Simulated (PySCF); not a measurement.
Ti(F)4 cation (F4Ti), SMILES [F][Ti]([F])([F])[F] (connectivity only; charge and spin as stated), charge +1, multiplicity 2. Geometry: PBE-D3(BJ)/def2-SVP. The multiplicity is an assumed one; other spin states were not compared. The isomer is the one that the SMILES or the coordinates give; other isomers of the formula were not compared.

Computed with PySCF 2.14.0 with PBE-D3(BJ)/def2-SVP.

Harmonic wavenumbers (cm⁻¹): 103, 135, 155, 197, 254, 414, 633, 844, 893. Rotational constants (GHz): 4.305, 3.149, 2.599; symmetry number 2.

Problem. Work out the zero-point energy and the ideal-gas rigid-rotor harmonic-oscillator thermochemistry at 298.15 K and 1 atm.

Solution. ZPE = ½ Σ hcν = ½ × 3627 cm⁻¹ = 21.69 kJ/mol. H − E(el) = 41.17 kJ/mol. Entropy in J/(mol K): translation 168.85, rotation 105.59, vibration 60.18, spin 5.76, total 340.38. G − E(el) = -60.32 kJ/mol. Cp = 87.05 J/(mol K). Modes under 150 cm⁻¹ make the vibrational entropy uncertain.
